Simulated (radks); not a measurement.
The numbers below are computed, except where a source is named.
Charge is removed step by step from the 1s down level of the boron ion B3+, starting from 1s(up 1, down 1). Level of theory: scalar-relativistic Kohn-Sham, PBE, spin-polarised, spherical densities, point nucleus (a radial shooting solver on a logarithmic mesh with Libxc functionals).

| removed (e) | E - E(0) (eV) | eigenvalue (eV) |
|---|---|---|
| 0 | 0.000 | -231.38 |
| 0.25 | 59.708 | -246.22 |
| 0.5 | 123.06 | -260.46 |
| 0.75 | 189.80 | -273.00 |

The mean slope of the eigenvalue, de/dn, is 55.5 eV per electron.
